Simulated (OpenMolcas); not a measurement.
**Yb3+: moving or changing the point charges**

Yb3+ among 8 point charges of -0.5 e arranged as a hexagonal bipyramid (D6h), 2.6 Å from the ion, with the axial distance 2.262 Å.

```
Program             : OpenMolcas
Method              : CASSCF
Basis               : ANO-RCC-VDZP [7s6p4d2f1g]
Scalar Hamiltonian  : DKH2, point nucleus
Active space        : 13 electrons in 7 orbitals (4f)
State averaging     : 2S+1 = 2 odd, 7 roots
Spin-orbit coupling : state interaction with AMFI integrals over the reference wave functions
```

Runs around this geometry, states. Energies in cm-1 above the lowest state or level, χT in cm3 K/mol.

```tsv
R (Å)	q (e)	Ground state	First state of that spin	First gap with spin-orbit (degeneracies)	Width of lowest J	χT at 300 K
2.6	-0.25	2S+1 = 2	18.9	10.5 (2, 2)	54	2.574
2.6	-0.5	2S+1 = 2	37.3	20.4 (2, 2)	107	2.566
2.85	-0.5	2S+1 = 2	26.5	15.1 (2, 2)	69	2.572
3.05	-0.5	2S+1 = 2	20.5	12.0 (2, 2)	50	2.574
```

Taking the width of the lowest J multiplet as R^-n, n = -ln(50 / 107) / ln(3.05 / 2.6) = 4.8 between the shortest and longest distance.

Scaling the charges by -0.25 / -0.5 = 0.50 scales the width of the lowest J multiplet by 54 / 107 = 0.50; with fixed orbitals a first-order splitting would follow the charge.

This is an electrostatic model: the charges have no orbitals. An unlabelled pair can be two single states that coincide in this model. No measured value stands beside these numbers.

A state without a sure symmetry label is named by its multiplicity alone.
